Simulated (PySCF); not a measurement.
C₂H₆Al, AlBH₅N₂ (calculated)

Computed with PySCF 2.14.0. Calculation on a computer-drawn molecule: optimised geometry and harmonic frequencies of an isolated molecule of the commonest isotopes, restricted reference for singlets and unrestricted otherwise, frozen core in MP2.

Common to all runs: charge 1; multiplicity 1; method HF; basis cc-pV(D+d)Z.

(1) C₂H₆Al

Start structure:
```xyz
9
C2H6Al
C      1.4058    -0.3053     2.3535
Al     0.5878     0.5741     0.9132
C     -0.2936     1.5195    -0.6371
H      1.9647    -1.2169     1.9571
H      2.1727     0.3486     2.8520
H      0.7218    -0.6087     3.1422
H     -0.1460     0.9655    -1.6566
H      0.0851     2.5262    -0.8298
H     -1.3681     1.5970    -0.4757
```

- rotational constants: 79.42, 4.086, 4.086 GHz
- total energy: -320.9130 hartree
- convergence status largest gradient component: 1.458e-05 hartree/bohr

Drawn bonds:
| atom | other atom | order |
| --- | --- | --- |
| 1 | 2 | 1 |
| 2 | 3 | 1 |
| 1 | 4 | 1 |
| 1 | 5 | 1 |
| 1 | 6 | 1 |
| 3 | 7 | 1 |
| 3 | 8 | 1 |
| 3 | 9 | 1 |

Optimised structure:
```xyz
9
C2H6Al
C      1.4225    -0.2918     2.3183
Al     0.5700     0.6000     0.8465
C     -0.2825     1.4918    -0.6252
H      1.9407    -1.1893     1.9689
H      2.1520     0.3711     2.7920
H      0.6797    -0.5853     3.0653
H     -0.1224     0.9326    -1.5513
H      0.1287     2.4976    -0.7484
H     -1.3585     1.5732    -0.4473
```

Modes:
| frequency (cm⁻¹) | reduced mass (dalton) |
| --- | --- |
| 34.33 | 1.008 |
| 146.6 | 3.123 |
| 146.6 | 3.123 |
| 543.8 | 3.861 |
| 672.1 | 1.161 |
| 672.1 | 1.161 |
| 791.7 | 6.797 |
| 792 | 1.32 |
| 792 | 1.32 |
| 1328 | 1.202 |
| 1342 | 1.19 |
| 1514 | 1.054 |
| 1514 | 1.054 |
| 1522 | 1.049 |
| 1522 | 1.049 |
| 3162 | 1.032 |
| 3165 | 1.032 |
| 3263 | 1.101 |
| 3263 | 1.101 |
| 3264 | 1.102 |
| 3264 | 1.102 |

(2) AlBH₅N₂

Start structure:
```xyz
9
AlBH5N2
N      0.4198     0.9200     1.2953
B     -0.9232     0.4180     1.6843
N     -1.1045    -0.4918     2.8146
Al    -2.4953     0.9124     0.6027
H      1.2341     0.7113     1.7718
H      0.5319     1.4881     0.5275
H     -0.3273    -0.7864     3.3759
H     -1.9638    -0.8780     3.0621
H     -3.7250     1.3228    -0.2490
```

* rotational constants: 8.985, 3.718, 2.63 GHz
* total energy: -378.2489 hartree
* convergence status largest gradient component: 1.691e-05 hartree/bohr

Drawn bonds:
| atom | other atom | order |
| --- | --- | --- |
| 1 | 2 | 1 |
| 2 | 3 | 1 |
| 2 | 4 | 1 |
| 1 | 5 | 1 |
| 1 | 6 | 1 |
| 3 | 7 | 1 |
| 3 | 8 | 1 |
| 4 | 9 | 1 |

Optimised structure:
```xyz
9
AlBH5N2
N      0.3976     0.8960     1.3185
B     -0.8274     0.3689     1.7221
N     -1.0566    -0.4842     2.7997
Al    -2.5844     0.9440     0.5329
H      1.2468     0.6821     1.8078
H      0.5477     1.5064     0.5447
H     -0.3080    -0.7933     3.3917
H     -1.9394    -0.8549     3.0777
H     -3.8296     1.3513    -0.3100
```

Modes:
| frequency (cm⁻¹) | reduced mass (dalton) |
| --- | --- |
| 184.4 | 2.49 |
| 264.5 | 1.571 |
| 322.1 | 1.129 |
| 326.4 | 4.775 |
| 437.9 | 1.343 |
| 450.2 | 1.148 |
| 485.9 | 2.773 |
| 501.1 | 1.124 |
| 518.9 | 1.289 |
| 627.3 | 1.757 |
| 938 | 1.21 |
| 1006 | 1.933 |
| 1249 | 3.044 |
| 1500 | 3.486 |
| 1760 | 1.312 |
| 1762 | 1.145 |
| 2104 | 1.047 |
| 3787 | 1.056 |
| 3791 | 1.057 |
| 3913 | 1.094 |
| 3914 | 1.093 |
